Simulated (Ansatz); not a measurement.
Stretch profile

CH$_{4}$S$_{2}$Si (SMILES CS[Si]S), closed shell, at its PBE0-D4/def2-TZVP minimum:

C1  (-0.072, 1.051, -0.291)
S2  (0.163, 0.626, 1.450)
Si3  (0.299, -1.471, 1.791)
S4  (0.104, -2.398, -0.136)
H5  (-0.130, 2.138, -0.345)
H6  (-1.002, 0.630, -0.672)
H7  (0.773, 0.714, -0.891)
H8  (-0.043, -1.347, -0.962)
(Å)

The bond length Si3–S4 (2.147 Å at the minimum) is set to the values below, with the rest relaxed at PBE0-D4/def2-TZVP at each step. Each method's energies count from its own value at the PBE0-D4 minimum structure. Program: Ansatz 0.2.0. Basis: def2-TZVPP. Cores are frozen in the correlated methods. B3LYP uses VWN-RPA correlation.

```
bond length (Å)  CCSD(T) (kcal/mol)  HF (kcal/mol)  r2SCAN-D4 (kcal/mol)  wB97M-V (kcal/mol)  PBE-D4 (kcal/mol)
          1.933               10.66          10.79                  9.80                9.93              10.59
          1.976                6.49           6.51                  5.93                5.95               6.57
          2.039                2.50           2.43                  2.23                2.19               2.65
          2.113                0.30           0.26                  0.25                0.21               0.38
          2.194                0.18           0.25                  0.21                0.28               0.03
          2.282                1.94           2.21                  1.94                2.22               1.42
          2.376                5.27           5.82                  5.16                5.72               4.30
          2.474                9.74          10.61                  9.45               10.36               8.25
          2.577               15.04          16.30                 14.54               15.85              13.02
```

Minimum and curvature along this coordinate at CCSD(T): A fifth-order fit through the nearest points gives 2.157 Å, with a curvature of about 13 eV/Å².

Largest difference from the CCSD(T) curve over the scan: PBE0-D4 1.09; B3LYP-D4 1.75; MP2 1.26 kcal/mol. Each curve counts from its own value at the minimum.

The T1 diagnostic stays at or below 0.017.

For scale, one of the runs: CCSD(T)/def2-TZVPP, 213 basis functions, launched by `ansatz run in.yaml --threads 4 --pin off --events-out ev --progress --plain --max-ram 8704MiB`. Time: 30 s of wall clock on 4 CPU threads of an Intel Xeon Platinum 8375C; the host was shared. Peak host memory: 2.7 GiB.
